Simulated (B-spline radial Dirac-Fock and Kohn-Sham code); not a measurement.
**Fe 3p3/2: cross section and angular parameters**

System: atomic iron in the configuration [Ar] 3d6 4s2; threshold 65.60 eV (orbital energy of the model). Model: Dirac-Hartree-Slater photoionisation with a Latter tail; cross sections with all multipoles, angular parameters from the dipole term and its interference with E2. Program: a radial B-spline solver.

For linearly polarised light dσ/dΩ = σ/(4π) [1 + β P₂(cos θ) + (δ + γ cos²θ) sin θ cos φ], with θ from the polarisation vector and φ the angle between the beam and the projection of the electron momentum on the plane normal to the polarisation.

```tsv
hν (eV)	σ (kb)	β	γ	δ
80	444	0.060	-0.135	0.049
100	473	-0.303	-0.020	0.057
107	519	-0.037	0.048	0.048
143	652	0.836	0.156	0.015
173	640	1.150	0.124	0.004
202	588	1.312	0.079	0.000
252	483	1.461	0.020	-0.001
254	479	1.465	0.018	-0.001
343	324	1.576	-0.021	0.000
570	134	1.630	0.032	0.004
618	114	1.628	0.052	0.005
681	93.8	1.623	0.081	0.006
819	63.0	1.605	0.144	0.008
1253.6	23.1	1.525	0.332	0.016
1630	11.8	1.454	0.466	0.023
1840	?	?	?	?
2000	6.83	1.389	0.576	0.031
2610	3.25	1.292	0.721	0.046
2984.4	2.21	1.239	0.795	0.054
3270	1.69	1.202	0.845	0.061
4020	0.911	1.113	0.958	0.080
4470	0.658	1.066	1.014	0.091
5180	0.415	0.998	1.090	0.108
5414.7	0.360	0.977	1.112	0.114
8670	0.0774	0.756	1.323	0.189
11400	0.0305	0.629	1.425	0.246
12000	0.0256	0.606	1.443	0.258
12900	0.0199	0.574	1.467	0.276
15000	0.0117	0.507	1.516	0.315
```

Problem. Give the values at 1840 eV.

Solution. σ = 8.55 kb, β = 1.417, γ = 0.531, δ = 0.028.

Values without a named source are computed, but for edge energies of neutral atoms, which are taken from tables.
